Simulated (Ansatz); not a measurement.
Species: HGeOF, charge 0, singlet. HGeOF (SMILES [OH][Ge][F]).
B3LYP-D3(BJ)/def2-TZVP minimum from Ansatz (a quantum-chemistry and plane-wave program):
```
O
H 1 0.9647
Ge 1 1.7917 2 114.35
F 3 1.7618 1 95.12 2 180.00
```
Charge 0, spin multiplicity 1.

Total energies in cc-pVDZ, 18 correlated electrons, 16 frozen orbitals. Radicals and triplets start from unrestricted determinants; spin-orbit coupling is neglected. Correlated methods leave the cores frozen (noble-gas shells, and filled d and f shells in the p block). No relativity.

| method | program | energy (Eh) | minus CCSDT(Q) (mEh) |
|---|---|---|---|
| HF | Ansatz | -2250.28057 | 483.39 |
| MP2 | Ansatz | -2250.73826 | 25.71 |
| CCSD | Ansatz | -2250.75093 | 13.03 |
| CCSD(T) | Ansatz | -2250.76175 | 2.22 |
| CCSDT(Q) | Ansatz | -2250.76397 | 0.00 |

Rough core times of Ansatz's runs on a shared machine: CCSD(T) under 20 s, CCSDT(Q) 50 s.
